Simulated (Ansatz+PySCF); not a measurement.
**singlet CuH: levels of theory in one basis**

| atom | x (Å) | y (Å) | z (Å) |
| --- | --- | --- | --- |
| Cu | -0.0420 | -0.0203 | -0.0312 |
| H | -0.0469 | -0.0052 | 1.4103 |

Basis set: def2-SVP (spherical functions). Correlated methods keep 5 orbitals frozen. Charge 0, multiplicity 1.

Computed with Ansatz (development build ahead of 0.2.0); each method stands on the lowest determinant of its kind that the runs found. NEVPT2 correlates all electrons. Active spaces start from the frontier orbitals, and the lowest solution found is given.

```tsv
method	E − E(RHF) (eV)	<S²> of the determinant
RHF	0.00	0.00
RHF-MP2	-10.80	–
UHF-CCSD	-9.86	0.00
RHF-CCSD(T)	-10.29	–
SC-NEVPT2(2,2)	-10.97	–
```

Problem. What does CASSCF(2,2) give on the same scale?

Solution. -0.47 eV.

Problem. Is a single determinant a sound starting point here?

Solution. By this sign, yes. Unrestricted orbitals gain 0.00 eV and <S²> is 0.00 against 0.00 for a pure state. The CASSCF(2,2) natural occupations are 1.96, 0.04.
